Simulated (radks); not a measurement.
Question: Spherical quantum dot in the effective-mass picture: electrons in a hard-walled sphere of radius 7.49, with a point charge +1 (a donor) at the centre, all in effective atomic units (hartree* = m*/eps^2 hartree, bohr* = eps/m* bohr), one dielectric constant everywhere. Method: non-relativistic Kohn-Sham, PBE, spin-polarised, spherical densities; computed with a radial shooting solver with Libxc functionals. Levels are named by radial order and angular momentum (1s, 1p, 1d, 2s, ...), and open shells are averaged over m. At N = 5 the configuration is 1s2 1p(up 3, down 0). Does electron 6 go into 2s down or 1p down or 2s up?

Answer: Into 2s up. The total energies of the other choices lie higher by 0.00174 hartree* (1p down), 0.0161 hartree* (2s down).
